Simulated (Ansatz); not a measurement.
A structure relaxed at PBE0-D4/def2-SVP in Ansatz, charge 0, singlet:

Cartesian coordinates in Å:
```
Sn -1.2288 -0.2065 -1.5807
Sn 1.2292 -1.4773 0.5978
Te 0.1281 1.1855 0.5470
Te -1.3483 1.8836 2.6206
Te 1.2198 -1.3854 -2.1847
```

Q: Give its formula and point group.

A: the cluster Sn₂Te₃. Point group Cs (tolerance 0.1 Å).

Q: Summarise the bond lengths by kind (pairs closer than 1.2 times the sum of covalent radii, bridged metal pairs left out).

A: 4 × Sn–Te 2.78 to 2.88 Å; 1 × Te–Te 2.64 Å.

In the def2 sets Sn, Te take a core potential; there is no spin–orbit coupling. Another isomer (singlet) lies 1.56 eV lower at PBE0-D4/def2-TZVP; other spin states weren't run for this one.
